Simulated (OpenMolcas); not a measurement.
**5s² 5p² along the 50-electron sequence**

| Property | Result |
| --- | --- |
| Program | OpenMolcas |
| Method | SS-CASPT2, IPEA 0.25 Eh, imaginary shift 0.1 Eh |
| Basis | ANO-R3 |
| Scalar Hamiltonian | X2C, finite nucleus |
| Spin-orbit coupling | state interaction with AMFI integrals over the reference wave functions, term energies averaged over their components |

Active space for each ion: 2 electrons in 3 orbitals (5p); closed shells correlated by CASPT2: 4d 5s.

Computed levels in cm-1 above ³P₀:

| Level | Sn | Sb+ | Te2+ | Xe4+ |
| --- | --- | --- | --- | --- |
| ³P₁ | 1444 | 2660 | 4150 | 8060 |
| ³P₂ | 3050 | 5110 | 7350 | 12690 |
| ¹D₂ | 8440 | 12170 | 16060 | 25910 |
| ¹S₀ | 16980 | 23190 | 29000 | 41930 |
| weight of ³P in the lowest level (%) | 97 | 96 | 94 | 91 |

Mixed levels, with the weight of the term that names them: Xe4+ ³P₂ (71 %), Xe4+ ¹D₂ (71 %).

Measured, with the error of the calculation in %. Measured levels: Sn, Sb+ from NIST Handbook of Basic Atomic Spectroscopic Data; Te2+ from the list in Zhang, Palmeri, Quinet and Biemont, Astron. Astrophys. 551, A136 (2013); Xe4+ from Saloman, J. Phys. Chem. Ref. Data 33, 765 (2004).

```csv
Level,Sn,Sb+,Te2+,Xe4+
³P₁,1692 (-14.6),3055 (-12.9),4757 (-12.7),9292 (-13.2)
³P₂,3428 (-11.1),5658 (-9.6),8167 (-10.0),14127 (-10.2)
¹D₂,8613 (-2.0),12790 (-4.9),17360 (-7.5),28411 (-8.8)
¹S₀,17162 (-1.1),23906 (-3.0),30398 (-4.6),44470 (-5.7)
```

The fine-structure level ³P₂ changes by a factor of 4.16 from Sn to Xe4+. Its fourth root runs 7.43, 8.45, 9.26, 10.61, with steps per unit of Z of 1.02, 0.80, 0.68; equal steps would mean a (Z - σ)^4 law with constant σ.

¹D₂ changes by a factor of 3.07 over the same range, with steps per unit of Z of +3730, +3890, +4920 cm-1.

CASPT2 does not keep the components of a term degenerate, so their means are used; among the terms shown or strongly mixed into the levels shown the widest spread is 90 cm-1 (5s² 5p² ¹D, Te2+). With the s shell closed, the reference lacks s² → p² mixing. Measured partners are found by configuration, term and J. A level has none where our copy of the source lacks it or the pairing is in doubt (some pairs that miss far off the trend of their configuration count as doubtful), and it then counts in no deviation. Levels of configurations outside the active space are missing.
